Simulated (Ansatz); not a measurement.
`CO[SiH](F)[SiH3]`. The species carries charge 0 and has multiplicity 1. Geometry: relaxed with PBE0-D4/def2-TZVP. It is one conformer, not always the lowest.

```xyz
12

C     1.724    0.702    1.331
O     0.880   -0.072    0.503
Si   -0.417    0.495   -0.303
F     0.045    1.458   -1.501
Si   -1.532   -1.361   -1.185
H     1.155    1.443    1.905
H     2.229    0.032    2.028
H     2.476    1.223    0.732
H    -1.224    1.362    0.599
H    -2.026   -2.214   -0.071
H    -2.695   -0.913   -1.996
H    -0.614   -2.155   -2.043
```

What is the dipole moment at B3LYP/def2-TZVPP? (Estimate.)

The calculation gave: 1.49 D, with components (0.27, 0.05, 1.47) D in this frame, pointing from negative to positive charge.

And with PBE, r2SCAN, ωB97M-V? (Estimate.)

Computed: PBE 1.42 D, r2SCAN 1.45 D, ωB97M-V 1.48 D.

Give the Mulliken charges with B3LYP, PBE, r2SCAN in def2-TZVPP. (Estimate.)

Computed: 
```tsv
atom	B3LYP	PBE	r2SCAN
C1	-0.13	-0.14	0.01
O2	-0.37	-0.29	-0.38
Si3	0.66	0.57	0.66
F4	-0.33	-0.28	-0.33
Si5	0.12	0.06	0.14
H6	0.09	0.09	0.06
H7	0.11	0.11	0.07
H8	0.11	0.11	0.07
H9	-0.11	-0.11	-0.12
H10	-0.06	-0.04	-0.06
H11	-0.05	-0.04	-0.06
H12	-0.05	-0.04	-0.06
```

B3LYP here is the variant with VWN-RPA as its local correlation; programs differ in this.
